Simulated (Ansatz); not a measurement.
Reaction (formal exchange of groups at the Si–S bond): `O[SiH](F)S` + `CCCSCC` → `CC[SiH](O)F` + `CCSCS`

Calculated with Ansatz (gas phase, PBE0-D4/def2-TZVP geometries, no zero-point term in ΔE). CCSD(T)/CBS adds triple-zeta CCSD(T) − MP2 to the extrapolated MP2 energy (def2 sets, frozen cores). DFT in def2-TZVPP. B3LYP here is the variant with VWN-RPA as its local correlation; programs differ in this. One conformer a species, not always the lowest.

| level | ΔE (kJ/mol) | difference from CCSD(T)/CBS |
| --- | --- | --- |
| PBE-D4 | 82.6 | -2.8 |
| r2SCAN-D4 | 87.4 | 2.0 |
| PBE0-D4 | 85.4 | 0.0 |
| B3LYP-D4 | 82.2 | -3.2 |
| ωB97X-V | 84.6 | -0.8 |
| ωB97M-V | 83.8 | -1.6 |
| B2PLYP | 83.1 | -2.3 |
| PBE | 81.2 | -4.2 |
| r2SCAN | 86.8 | 1.4 |
| PBE0 | 84.2 | -1.2 |
| B3LYP | 80.3 | -5.1 |
| HF/def2-TZVPP | 85.5 | 0.1 |
| MP2/def2-TZVPP | 87.7 | 2.3 |
| SCS-MP2/def2-TZVPP | 84.9 | -0.5 |
| CCSD/def2-TZVPP | 85.8 | 0.4 |
| CCSD(T)/def2-TZVPP | 85.8 | 0.4 |
| HF/def2-QZVPP | 85.5 | 0.1 |
| MP2/def2-QZVPP | 87.4 | 2.0 |
| SCS-MP2/def2-QZVPP | 84.8 | -0.6 |
| HF/CBS(def2) | 85.5 | 0.1 |
| MP2/CBS(def2) | 87.3 | 1.9 |
| CCSD/CBS(def2) | 85.4 | 0.0 |
| CCSD(T)/CBS | 85.4 | 0 |

Largest T1 diagnostic among the species: 0.012.
